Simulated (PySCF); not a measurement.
**Finite-field polarisability of Si (silicon, neutral)**

[Ne] 3s2 3p2, high-spin 3P determinant. Calculation: PySCF 2.14, in aug-cc-pVTZ-DK (6s5p3d2f, 50 functions); scalar relativity by spin-free X2C-1e. Frozen: [Ne]. Energy changes in a uniform field (μhartree):

```
axis  F (au)        HF       MP2      CCSD   CCSD(T)
   x  0.0025  -101.427  -100.377   -99.127   -99.280
   x   0.005  -405.835  -401.652  -396.653  -397.264
   y  0.0022  -100.474   -98.811   -97.642   -97.777
   y  0.0044  -402.408  -395.749  -391.075  -391.617
```

By symmetry the remaining axis equals y.

Question: Derive α along x at CCSD(T) from the two fields.

Answer: With ΔE = −αF²/2 − γF⁴/24, α = −(16 ΔE(F) − ΔE(2F))/(6F²) = 31.77 bohr³.

Question: And the mean polarisability at each level?

Answer: The components xx, yy, zz at CCSD(T) are 31.77, 40.39, 40.39, the third axis being equal by symmetry to one of the two computed. Means: HF 38.48, MP2 37.91, CCSD 37.46, CCSD(T) 37.51 bohr³. Reference: 37.3 ± 0.7 bohr³ (recommended; Schwerdtfeger and Nagle, table of static dipole polarizabilities (2023 update)).
